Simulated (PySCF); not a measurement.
(Z)-1-bromo-2-chloroethene (C2H2BrCl), SMILES C(=C/Cl)/Br.

Coordinates come from a B3LYP-D3(BJ)/def2-SVP optimisation.

Method: PySCF with M06-2X/def2-TZVPD.

Symmetry labels are those of the subgroup Cs that the program uses (full group Cs).

Computed valence orbital energies around the gap with their symmetry:
```csv
orbital,symmetry,energy (eV)
HOMO−7,A',-15.89
HOMO−6,A',-14.13
HOMO−5,A",-12.54
HOMO−4,A',-12.32
HOMO−3,A",-10.70
HOMO−2,A',-10.65
HOMO−1,A',-9.73
HOMO,A",-8.52
LUMO,A",0.18
LUMO+1,A',0.19
LUMO+2,A',0.38
LUMO+3,A',0.63
```
